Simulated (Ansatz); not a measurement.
Process, species as SMILES: C[C@H](Cl)CCCl -> C[C@H](Cl)C[CH]Cl + H atom (the C-H bond at the site shown breaks; other sites are not compared here)
Structures are relaxed separately at B3LYP-D3(BJ)/def2-TZVP in Ansatz (a first-principles code), one conformer each, not searched for the lowest.

Wanted: bond dissociation energy (electronic energy difference), in kJ/mol. Valence correlation only, unless marked. UHF or UKS for open shells. No spin-orbit coupling. Non-relativistic unless marked X2C. CBS(X,Y): correlation extrapolated as X^-3; Hartree-Fock from the larger set.

| level | program | bond dissociation energy (kJ/mol) |
|---|---|---|
| PBE0/6-31G* | Ansatz | 427.3 |
| BHLYP-D3(BJ)/def2-TZVPD | Ansatz + dftd3 | 427.8 |
| LC-wPBE-D3(BJ)/def2-TZVPD | Ansatz + dftd3 | 420.9 |
| RPA@PBE/cc-pV(T+d)Z | Ansatz | 434.2 |

Q: What does CCSD(T)/CBS(cc-pV(T+d)Z,cc-pV(Q+d)Z) (Ansatz) give?

A: 442.6 kJ/mol, so RPA@PBE/cc-pV(T+d)Z differs from it by -8.4 kJ/mol.
